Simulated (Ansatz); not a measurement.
The same path of F$_{3}$Si (4 atoms, charge 0, multiplicity 2) was run twice with different band settings. The coordinate that changes most is the height of Si2 over the plane of its neighbours.

Method: UKS r2SCAN-D4/6-31G* (Ansatz 0.2.0).

Relaxed end points:

```xyz
4
Properties=species:S:1:pos:R:3
F 0.793 -0.512 1.163
Si -0.286 0.216 0.237
F -1.004 -0.901 -0.651
F 0.497 1.198 -0.749
```

```xyz
4
Properties=species:S:1:pos:R:3
F 0.602 -0.368 1.321
Si 0.286 -0.216 -0.237
F -1.195 -0.758 -0.493
F 0.307 1.342 -0.591
```

Common settings: spring 5.0 eV/Å²; optimiser quadratic models (default); start path through a guess of the saddle point; force threshold 0.05 eV/Å; iteration limit 60; end points relaxed.

| run | movable images | climbing image |
| --- | --- | --- |
| 1 | 7 | yes |
| 2 | 4 | no |

What does each run give, and how far can it be trusted?

Run 1: converged after 6 iterations, highest image 1.362 eV above the first end. A vibrational analysis at the climbing image gives one clearly imaginary mode, 452i cm⁻¹: a first-order saddle point.
Run 2: converged after 5 iterations, highest image 1.174 eV above the first end. No image climbed, so the highest image needn't sit at the top of the path.
